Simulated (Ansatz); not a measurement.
Program: Ansatz. Geometries: PBE0-D4/def2-TZVP. ΔE: electronic, gas phase. CCSD(T)/CBS is the MP2 limit (def2-TZVPP, def2-QZVPP) plus CCSD(T) − MP2 in def2-TZVPP, frozen cores. DFT in def2-TZVPP. Elements past krypton have def2 core potentials. For Sn outer-core shells are correlated without core-valence functions, which leaves a few kJ/mol of doubt a bond. Each species was taken in one conformer, which may not be the lowest.

Consider the formal exchange of groups at the Sn–C bond: `[CH3][Sn][NH2]` + `NN([SiH3])[SiH3]` → `[NH2][Sn][N]([SiH3])[SiH3]` + CH₃NH₂.

`[CH3][Sn][NH2]`:

```xyz
8

C     0.314    0.007    1.307
Sn    1.096    0.852   -0.559
N    -0.370    0.022   -1.664
H    -0.754    0.224    1.402
H     0.833    0.401    2.182
H     0.439   -1.081    1.293
H    -0.441    0.123   -2.664
H    -1.117   -0.548   -1.298
```

`NN([SiH3])[SiH3]`:

```xyz
12

N     1.093   -1.066    0.431
N     0.078   -0.134    0.038
Si    0.517    1.533   -0.063
Si   -1.412   -0.963   -0.250
H     1.866   -1.031   -0.226
H     1.445   -0.825    1.351
H    -0.671    2.317   -0.481
H     1.627    1.715   -1.042
H     1.016    2.016    1.257
H    -1.885   -1.662    0.974
H    -1.266   -1.967   -1.337
H    -2.407    0.067   -0.653
```

`[NH2][Sn][N]([SiH3])[SiH3]`:

```xyz
13

N    -1.819    1.815   -0.803
Sn   -2.100    0.052    0.133
N    -0.082   -0.450    0.229
Si    0.321   -2.000    0.871
Si    1.191    0.613   -0.249
H    -0.959    2.192   -1.173
H    -2.598    2.416   -1.023
H     1.190   -1.907    2.079
H     1.027   -2.860   -0.119
H    -0.949   -2.679    1.258
H     1.270    1.821    0.618
H     1.012    1.093   -1.650
H     2.495   -0.105   -0.172
```

CH₃NH₂:

Cartesian coordinates in Å:
```
C 0.085 0.054 0.559
N -0.143 0.242 -0.863
H 0.173 -0.991 0.888
H -0.732 0.513 1.121
H 1.002 0.573 0.850
H -0.994 -0.223 -1.152
H 0.609 -0.167 -1.402
```

| level | ΔE (kJ/mol) |
| --- | --- |
| CAM-B3LYP-D4 | -175.0 |
| HF/def2-TZVPP | -176.7 |

Task: What does CCSD(T)/CBS give? (Estimate.)

Result: Computed: -187.1 kJ/mol. The listed levels differ from it by 12.1, 10.4 kJ/mol.

Task: What do rigid-rotor, harmonic-oscillator terms from PBE0-D4/def2-TZVP frequencies (298.15 K, 1 bar) make of the CCSD(T)/CBS value? (An estimate is asked.)

Result: Ansatz gave: ΔZPE = +5.1 kJ/mol, ΔH = -181.5 kJ/mol, ΔS = -16 J/(mol·K), ΔG = -176.7 kJ/mol. Modes under 50 cm⁻¹ make the entropy rough.

Largest T1 diagnostic among the species: 0.016.

Leaving LDA and LC-ωPBE aside and taking each functional with its dispersion term where it has one, the values, not all of them listed here, spread over 15.2 kJ/mol, from BHLYP-D4 to PBE-D4. LDA lies −3.1 kJ/mol from PBE without D4. The D4 term adds −10.1 kJ/mol with B3LYP and −5.6 kJ/mol with PBE0; it sums over pairs of atoms, weighted by their polarisabilities, and B3LYP, whose exchange is more repulsive, gets the larger term.

B3LYP here is the variant with VWN-RPA as its local correlation; programs differ in this.
